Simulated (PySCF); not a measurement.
Be(Me) (CH3Be), SMILES [Be][CH3], multiplicity 2.

Coordinates come from a PBE0-D3(BJ)/def2-TZVPD optimisation. The multiplicity is an assumed one; other spin states were not compared. The isomer is the one that the SMILES or the coordinates give; other isomers of the formula were not compared.

Calculation: PBE0-D3(BJ)/def2-TZVPD (PySCF).

Harmonic, unscaled wavenumbers; measured fundamentals usually lie a few per cent lower.

Modes within 1.5 cm⁻¹ of each other (mostly degenerate sets) share a row, with their intensities summed.

```json
[
 {"mode": "1–2", "ν (cm⁻¹)": "563", "IR (km/mol)": "1.1", "moving atoms (share of kinetic energy)": "H 78 %, C 16 %"},
 {"mode": "3", "ν (cm⁻¹)": "873", "IR (km/mol)": "27.9", "moving atoms (share of kinetic energy)": "Be 61 %, C 24 %, H 15 %"},
 {"mode": "4", "ν (cm⁻¹)": "1204", "IR (km/mol)": "33.5", "moving atoms (share of kinetic energy)": "H 76 %, C 23 %"},
 {"mode": "5–6", "ν (cm⁻¹)": "1424", "IR (km/mol)": "12.8", "moving atoms (share of kinetic energy)": "H 95 %"},
 {"mode": "7", "ν (cm⁻¹)": "3020", "IR (km/mol)": "3.1", "moving atoms (share of kinetic energy)": "H 97 %"},
 {"mode": "8–9", "ν (cm⁻¹)": "3102", "IR (km/mol)": "9.2", "moving atoms (share of kinetic energy)": "H 91 %, C 9 %"}
]
```
